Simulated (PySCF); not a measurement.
CH₉NSi₂, SMILES [SiH3][Si@@H](C)N.

Geometry: PBE0-D3(BJ)/def2-SVP. The structure was generated by enumeration; whether it is a known compound was not checked. One conformer was computed; it need not be the lowest.

Two levels are set side by side: TDDFT-PBE/def2-SVPD (PySCF) and TDDFT-LC-ωPBE/def2-SVPD (PySCF). Vertical, same geometry. The lowest singlet is HOMO→LUMO 95 % with PBE and HOMO→LUMO 67 %, HOMO→LUMO+1 23 % with the other functional; states are paired by order. Differences are taken from unrounded values.

| quantity | TDDFT-LC-ωPBE | TDDFT-PBE | TDDFT-PBE minus TDDFT-LC-ωPBE |
|---|---|---|---|
| lowest singlet excitation (eV) | 6.32 | 5.18 | -1.14 |
| lowest triplet excitation (TDA) (eV) | 5.61 | 4.76 | -0.84 |
| first bright state (f over 0.05) (eV) | 7.93 | 6.29 | -1.64 |
| its oscillator strength | 0.06 | 0.16 | 0.10 |

A lower first singlet is the usual sign of a functional without exact exchange. Differences between two approximate levels are no errors against the true value.

Rough cost on one machine, each run with all the roots and properties that it gave: TDDFT-LC-ωPBE against TDDFT-PBE about 6 times.
